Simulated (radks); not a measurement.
Problem. All-electron atom: Ar2+ in [Ne] 3s2 3p4 (the NIST ground configuration). Calculated with a radial shooting solver on a logarithmic mesh with Libxc functionals: non-relativistic Kohn-Sham, revTPSS, spin-polarised, spherical densities, point nucleus; open shells are filled with parallel spins first; meta-GGA in the generalised Kohn-Sham scheme. Some entries of the table are withheld. Estimate them.

orbital,occ.,eigenvalue (eV),<r^2> (bohr^2)
1s up,1,-3148.290,0.009957
1s down,1,-3147.860,0.009955
2s up,1,(1),0.2043
2s down,1,(2),0.2040
2p up,3,-260.5011,0.1766
2p down,3,-259.8989,0.1764
3s up,1,-52.0816,2.034
3s down,1,-49.1246,2.070
3p up,3,-36.6723,2.482
3p down,1,-33.9330,2.577

Solution. 
(1) 2s up eigenvalue (eV): -327.1204
(2) 2s down eigenvalue (eV): -326.7743
